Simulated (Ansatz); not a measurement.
Cost and result for the atomization energy of C8H16, SMILES `CCC1CCCCC1` (24 atoms, 24 bonds).

Cartesian coordinates in Å:
```
C 0.1316 -0.5554 2.7231
C -0.6249 -0.5933 1.4060
C 0.2484 -0.9055 0.1902
C 1.3341 0.1419 -0.0674
C 0.7665 1.4616 -0.5740
C -0.0709 1.2531 -1.8286
C -1.1672 0.2220 -1.5976
C -0.5913 -1.0890 -1.0756
H 0.6889 -1.4832 2.8837
H 0.8475 0.2690 2.7596
H -0.5518 -0.4291 3.5660
H -1.1508 0.3561 1.2641
H -1.4067 -1.3593 1.4638
H 0.7496 -1.8595 0.4004
H 2.0228 -0.2554 -0.8233
H 1.9334 0.3040 0.8327
H 0.1482 1.9260 0.2032
H 1.5812 2.1640 -0.7746
H -0.5029 2.2013 -2.1627
H 0.5826 0.9050 -2.6391
H -1.8955 0.6205 -0.8821
H -1.7192 0.0416 -2.5250
H -1.3954 -1.8081 -0.8867
H 0.0419 -1.5282 -1.8563
```

Charge 0, multiplicity 1. The structure was optimised at the PBE0-D4/def2-TZVP level. It is a higher conformer; a search finds a lower one. Program: Ansatz. All runs use 4 threads of an AMD EPYC 7R13 on a shared host and a share of an NVIDIA H100 80 GB. Times are those of one run each, without the atoms' runs, and a repeat can differ threefold. Electronic energies, without spin–orbit coupling; frozen cores. CCSD(T)/CBS adds CCSD(T) − MP2 in def2-TZVPP to the MP2 limit, and its time is that of the two runs behind it. T1 = 0.009.

CCSD(T)/CBS is a level of theory with its own doubt, some kJ/mol a heavy atom from the limit and from the frozen cores, so smaller differences don't rank the functionals.

```
                             level  functions  wall time
r2SCAN-D4/def2-TZVPP (with forces)        472        9 s
                  CCSD(T)/def2-SVP        192       10 s
               BHLYP-D4/def2-TZVPP        472       11 s
               PBE-QIDH/def2-TZVPP        472       11 s
   PBE-D4/def2-TZVPP (with forces)        472       11 s
           CAM-B3LYP-D4/def2-TZVPP        472       11 s
                 B97M-V/def2-TZVPP        472       12 s
                    MP2/def2-QZVPP        936       13 s
                 B2PLYP/def2-TZVPP        472       15 s
  ωB97M-V/def2-TZVPP (with forces)        472       17 s
             r2SCANh-D4/def2-TZVPP        472       21 s
                CCSD(T)/def2-TZVPP        472       35 s
                 CCSD(T)/CBS(def2)          –       48 s
```

Problem. What atomization energy does each give, and how far from CCSD(T)/CBS? (Estimate.)

Solution. Ansatz gave: 
```csv
level,atomization (kcal/mol),difference from CCSD(T)/CBS,per bond
r2SCAN-D4/def2-TZVPP (with forces),2358.5,6.2,0.3
CCSD(T)/def2-SVP,2275.2,-77.1,-3.2
BHLYP-D4/def2-TZVPP,2306.0,-46.3,-1.9
PBE-QIDH/def2-TZVPP,2358.3,6.0,0.2
PBE-D4/def2-TZVPP (with forces),2397.3,45.0,1.9
CAM-B3LYP-D4/def2-TZVPP,2364.0,11.7,0.5
B97M-V/def2-TZVPP,2356.8,4.5,0.2
MP2/def2-QZVPP,2357.5,5.2,0.2
B2PLYP/def2-TZVPP,2329.1,-23.2,-1.0
ωB97M-V/def2-TZVPP (with forces),2359.8,7.5,0.3
r2SCANh-D4/def2-TZVPP,2351.7,-0.6,0.0
CCSD(T)/def2-TZVPP,2305.5,-46.8,-2.0
CCSD(T)/CBS(def2),2352.3,0.0,0.0
```

From BLYP to BHLYP (50 % exact exchange), in def2-TZVPP and without D4, the atomization energy moves by −15.1 kcal/mol: exact exchange takes away binding that semilocal exchange gives to molecules. In def2-TZVPP, CCSD(T) changes the Hartree–Fock value by +519.0 kcal/mol (the triples alone add +27.8 kcal/mol) and MP2 by +543.7 kcal/mol; breaking electron pairs costs correlation energy, which Hartree–Fock lacks. The D4 term adds +22.1 kcal/mol with B3LYP and +12.0 kcal/mol with PBE0; it sums over pairs of atoms, weighted by their polarisabilities, and B3LYP, whose exchange is more repulsive, gets the larger term.

B3LYP here is the variant with VWN-RPA as its local correlation; programs differ in this.
